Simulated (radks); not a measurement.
Initial-state core-level shifts of the europium ion Eu2+ when its valence configuration changes from [Xe] 4f7. Calculated with a radial shooting solver on a logarithmic mesh with Libxc functionals: non-relativistic Kohn-Sham, PBE, spin-polarised, spherical densities, point nucleus; open shells are filled with parallel spins first (spin-orbit coupling, left out, can overturn this in heavy ions); relativity is left out, which matters for an element this heavy. Shifts are changes of the shell-averaged eigenvalues in eV (positive: less bound); the change of the density at the nucleus, which sets a Mossbauer isomer shift, is in e/bohr^3, on a base of 1.779e+05.

valence               2s       3s       4s       5s  density at nucleus
4f6 6s1          -11.486  -12.410  -11.542   -6.571              +21.77
4f6 5d1           -8.222   -9.229   -8.358   -3.536               +8.98
4f6.5 6p0.5       -6.025   -6.461   -6.082   -3.734               +5.16
4f6 6p1          -12.436  -13.358  -12.494   -7.505              +10.89
4f5 5d1 6s1      -20.838  -22.960  -20.818  -10.158              +33.29
4f5 6p2          -26.249  -28.275  -26.099  -15.048              +23.86
4f3 5d1 6s1 6p2  -51.561  -56.347  -50.228  -25.388              +66.71
4f5 6s1 6p1      -25.353  -27.378  -25.203  -14.187              +36.30
4f5.5 6p1.5      -19.185  -20.639  -19.178  -11.278              +17.14
